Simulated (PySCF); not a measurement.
Copper: a sound run and one with changed settings

Sound run: Cu⁺ [Ar] 3d10, Cu²⁺ [Ar] 3d9. Computed with PySCF 2.14 in Sapporo-DKH3-DZP-2012 (6s4p3d1f, 40 functions), with scalar relativity by spin-free X2C-1e. In the sound run the correlated levels freeze [Ar]. The sound run starts from symmetry-adapted Hartree-Fock orbitals and uses a fine grid where one is needed.

Changed run: initial guess 1e, at most 50 SCF cycles.

| species | method | sound run (hartree) | changed run (hartree) | converged |
| --- | --- | --- | --- | --- |
| Cu⁺ | UHF | -1652.86827 | -1652.86827 | yes |
| Cu⁺ | M06-L | -1654.36561 | -1654.36561 | yes |
| Cu⁺ | M06-2X | -1654.46158 | -1654.46158 | yes |
| Cu⁺ | MP2 | -1653.26318 | -1653.26317 | yes |
| Cu²⁺ | UHF | -1652.23120 | -1652.23120 | yes |
| Cu²⁺ | M06-L | -1653.62512 | -1653.62631 | yes |
| Cu²⁺ | M06-2X | -1653.72553 | -1653.72553 | yes |
| Cu²⁺ | MP2 | -1652.50061 | -1652.50061 | yes |

Ionisation energy of Cu⁺:

```csv
method,sound run (eV),changed run (eV)
UHF,17.335,17.335
M06-L,20.150,20.117
M06-2X,20.029,20.029
MP2,20.750,20.750
SCS-MP2,20.318,20.318
```

Where the changed run lies lower, it found another determinant of the same configuration, with other orbitals of the open shell filled.

For comparison, NIST gives 20.292 eV between the lowest levels.
